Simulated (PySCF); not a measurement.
## Computed properties of methyl (Z)-2,3-difluoroprop-2-enoate (C₄H₄F₂O₂), SMILES COC(=O)/C(F)=C/F

methyl (Z)-2,3-difluoroprop-2-enoate (C4H4F2O2), SMILES C(/F)=C(/F)C(OC)=O. The structure is a stationary point at B3LYP-D3(BJ)/def2-SVP. One conformer was computed; it need not be the lowest. All values are computed for the isolated molecule unless a solvent is named; none is compared with measurement here.

**Structure.** The optimised structure has Cs symmetry. All 30 harmonic modes at B3LYP-D3(BJ)/def2-SVP (PySCF) are real, so it is a minimum. With heavy atoms numbered as in [CH3:1][O:2][C:3](=[O:4])/[C:5]([F:6])=[CH:7]/[F:8], the shortest bond between them is C3–O4 at 1.210 Å and the longest C3–C5 at 1.486 Å.

**Vibrations.** The strongest infrared lines (harmonic, unscaled, degenerate partners summed) lie at 1210 cm⁻¹ (254 km/mol, H 39 %, C 31 %, F 16 %, O 14 %), 1409 cm⁻¹ (248 km/mol, C 58 %, H 32 %), 1157 cm⁻¹ (214 km/mol, C 44 %, O 23 %, H 23 %, F 10 %). The softest mode is at 65 cm⁻¹ and the zero-point energy is 50.4 kcal/mol.

**Electronic structure.** PBE0/def2-TZVP (PySCF) places the frontier levels at -7.88 and -1.48 eV, a gap of 6.40 eV, and gives a dipole moment of 1.52 D. PBE/def2-TZVP (PySCF) at the same geometry gives -6.55 and -2.37 eV, so its gap is 2.22 eV narrower. An orbital gap is neither the optical nor the fundamental gap.

**Excitations.** TDA-PBE0/def2-SVPD (PySCF) has S1 at 5.18 eV (239 nm, f = 0.000, dark); the most intense of the 6 singlets computed lies at 6.31 eV (f = 0.42). T1 (TDA) is at 3.58 eV, 1.60 eV under S1. TDA-PBE/def2-SVPD (PySCF) puts S1 at 4.59 eV. No vertical singlet excitation falls in the visible range (under 3.1 eV).

**NMR.** GIAO shifts at HF/pcSseg-1 (PySCF) (non-relativistic, atoms alike by connectivity averaged): ¹³C from 52.5 to 174.3 ppm against TMS; ¹H from 4.1 to 8.0 ppm against TMS; ¹⁹F from -147.3 to -121.9 ppm against CFCl3.

**Solvation.** SMD-M06-2X/6-31G* (PySCF) gives -1.1 kcal/mol in water, -3.2 kcal/mol in methanol, -3.0 kcal/mol in dimethylsulfoxide (1 M in both phases, gas-phase geometry); of these solvents methanol holds the molecule best.
